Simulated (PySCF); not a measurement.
**Scalar relativity in Al⁺ (aluminium, charge +1)**

[Ne] 3s2, closed-shell 1S; UHF calculated with PySCF 2.14 in dyall-acv3z, once non-relativistic with a point nucleus and once with spin-free X2C-1e and a Gaussian nucleus.

```tsv
shell	ε non-rel. (eV)	ε X2C (eV)	rms r non-rel. (bohr, spins averaged)	rms r X2C (bohr, spins averaged)	change of radius (%)
1s	-1600.4	-1603.6	0.1395	0.1390	-0.34
2s	-141.98	-142.46	0.6768	0.6750	-0.26
2p	-95.855	-95.806	0.6745	0.6742	-0.05
3s	-17.750	-17.781	2.607	2.603	-0.17
```

The total energy goes from -241.6745 to -242.1116 hartree.

Ionisation energy, Al⁺ [Ne] 3s2 (1S) → Al²⁺ [Ne] 3s1 (2S) (eV):

```json
{"method": "UHF", "non-relativistic": "17.520", "spin-free X2C": "17.551", "shift": "0.030"}
{"method": "MP2 (valence)", "non-relativistic": "18.305", "spin-free X2C": "18.335", "shift": "0.029"}
{"method": "SCS-MP2 (valence)", "non-relativistic": "18.462", "spin-free X2C": "18.492", "shift": "0.029"}
{"method": "CCSD (valence)", "non-relativistic": "18.615", "spin-free X2C": "18.642", "shift": "0.028"}
{"method": "CCSD(T) (valence)", "non-relativistic": "18.615", "spin-free X2C": "18.642", "shift": "0.028"}
{"method": "CCSDT (valence)", "non-relativistic": "18.615", "spin-free X2C": "18.642", "shift": "0.028"}
{"method": "FCI (valence)", "non-relativistic": "18.615", "spin-free X2C": "18.642", "shift": "0.028"}
{"method": "MP2 (valence and next inner shell)", "non-relativistic": "18.534", "spin-free X2C": "18.564", "shift": "0.031"}
{"method": "SCS-MP2 (valence and next inner shell)", "non-relativistic": "18.642", "spin-free X2C": "18.672", "shift": "0.030"}
{"method": "CCSD (valence and next inner shell)", "non-relativistic": "18.730", "spin-free X2C": "18.759", "shift": "0.029"}
{"method": "CCSD(T) (valence and next inner shell)", "non-relativistic": "18.776", "spin-free X2C": "18.805", "shift": "0.029"}
{"method": "LDA", "non-relativistic": "18.892", "spin-free X2C": "18.925", "shift": "0.033"}
{"method": "PBE", "non-relativistic": "18.758", "spin-free X2C": "18.790", "shift": "0.032"}
{"method": "PBE0", "non-relativistic": "18.652", "spin-free X2C": "18.684", "shift": "0.031"}
{"method": "r2SCAN", "non-relativistic": "18.381", "spin-free X2C": "18.413", "shift": "0.031"}
```

Relativity contracts and stabilises s shells directly. The contracted s shells screen the nucleus better, so for spin-averaged p shells the direct and indirect effects partly cancel.
